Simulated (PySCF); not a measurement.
A structure optimised at r2SCAN-D4/def2-SVP, used in a PySCF frequency run:

```xyz
12

Si     3.1686    -0.3398    -0.1053
F      3.3678     1.2344     0.2041
F      3.8086    -1.1648     1.1267
C      1.3421    -0.6485    -0.1892
C      0.4586     0.3591    -0.0325
Si    -1.3826     0.1571    -0.0976
Cl    -2.2150     0.7545     1.6814
Cl    -2.1557     1.3260    -1.5994
Cl    -1.8715    -1.8071    -0.4501
H      3.9239    -0.6906    -1.3269
H      0.9621    -1.6652    -0.3707
H      0.8346     1.3780     0.1502
```
Charge 0, spin multiplicity 1.

Task: Write its SMILES and formula.

Result: F[SiH](F)/C=C/[Si](Cl)(Cl)Cl, C2H3Cl3F2Si2

Task: What are its rotational constants (standard atomic weights)?

Result: 1.0591, 0.32333, 0.31384 GHz
